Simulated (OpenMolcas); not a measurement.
# Sn: the spin-orbit constant, worked from levels

| Item | Value |
| --- | --- |
| Program | OpenMolcas |
| Basis | ANO-R1 [6s5p3d1f] |
| Scalar Hamiltonian | X2C, finite nucleus |
| Active space | 2 electrons in 3 orbitals (5p) |
| State averaging | 2S+1 = 3 even, 3 roots; 2S+1 = 1 even, 6 roots |
| Spin-orbit coupling | RASSI with atomic mean-field integrals over the reference wave functions, term energies averaged over their components |

Methods: CASSCF; SS-CASPT2, IPEA 0.25 Eh, imaginary shift 0.1 Eh (closed shells correlated: 4d 5s). Measured levels: NIST Handbook of Basic Atomic Spectroscopic Data.

**The spin-orbit constant.** For the Hund term ³P of p2, E(J) = (A/2) J(J+1) + constant and ζ = 2S·A = 2A. From J = 0 to J = 2 the energy changes by 3 A.

| Source | E(2) - E(0) | A | ζ |
| --- | --- | --- | --- |
| CASSCF | 2978.5 | 992.8 | 1986 |
| SS-CASPT2 | 2998.5 | 999.5 | 1999 |
| measured | 3427.7 | 1142.6 | 2285 |

All in cm-1. SS-CASPT2 is off by -12.5 % and CASSCF by -13.1 %. Both methods take the spin-orbit matrix elements from the reference wave functions, so the second can move ζ only through the term energies and any multistate remixing. Second-order mixing with other terms is absorbed into this ζ.

With the s shell closed, the reference lacks s² → p² mixing. Measured partners are found by configuration, term and J. A level has none where our copy of the source lacks it or the pairing is in doubt (some pairs that miss far off the trend of their configuration count as doubtful), and it then counts in no deviation. Only configurations of the active space appear.
